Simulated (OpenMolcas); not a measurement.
**Nd⁴⁺: effect of the active space**

```
Program             : OpenMolcas
Method              : CASSCF
Basis               : ANO-RCC-VQZP
Scalar Hamiltonian  : DKH2, point nucleus
Spin-orbit coupling : RASSI with atomic mean-field integrals over the reference wave functions, term energies averaged over their components
```

A. 2 electrons in 7 orbitals (4f); 2S+1 = 3 even, 21 roots; 2S+1 = 1 even, 28 roots; cost roughly 15 core-seconds
B. 2 electrons in 14 orbitals (4f 5f); 2S+1 = 3 even, 18 roots; 2S+1 = 1 even, 27 roots; cost about 30 core-seconds

Energies in cm-1 above 4f2 3H4, the measured ground level; measured values from the list in Carvajal Gallego et al., Mon. Not. R. Astron. Soc. 518, 332 (2023).

```tsv
Level	A	B	Measured
4f2 3H4	0.0	0.0	0.0
4f2 3H5	2974	2996	2834
4f2 3H6	6078	6114	5743
4f2 3F2	7760	7703	5894
4f2 3F3	9688	9629	7785
4f2 1G4 [50 %]	9734	9607	
4f2 3F4 [52 %]	13693	13588
```

Deviations, from unrounded energies. A percentage is the sum of absolute deviations over the sum of measured energies, with the sign that they share, or ± where signs differ.

```json
{"Against measurement": "mean absolute deviation (cm-1)", "Levels": "4", "A": "1100", "B": "1000"}
{"Against measurement": "fine structure of the ground term (%)", "Levels": "2", "A": "+5.5", "B": "+6.2"}
{"Against measurement": "other terms of the ground configuration (%)", "Levels": "2", "A": "+27.6", "B": "+26.7"}
```

A, B lie about equally close to measurement. The largest miss of B in the table is 4f2 3F3, by +1800 cm-1. The ranking rests on the paired levels alone, and a cruder setting can come out closer through cancelling errors.

The spin-orbit steps hold different terms of 4f2 (B lacks 1S, 3P), which shifts levels as well.

Between A and B the level of the table that moves most is 4f2 1G4 [50 %], by 130 cm-1 (lowest in B, highest in A).

Without dynamic correlation excited terms often stand tens of per cent too high (terms of higher spin than the ground term too low), and those without a measured partner can miss by more than the paired ones. Active for correlation alone: 5f; no level in the range computed is led by a configuration that fills it, so any true level of that kind is missing (holds for B). Measured partners are found by configuration, term and J. A level has none where our copy of the source lacks it or the pairing is in doubt (some pairs that miss far off the trend of their configuration count as doubtful), and it then counts in no deviation. Levels of configurations outside the active space are missing. The table leaves out levels that lie high or whose names do not pair safely across all columns.

A share in square brackets marks a mixed level and gives the weight of the term that names it, the lowest over the columns.
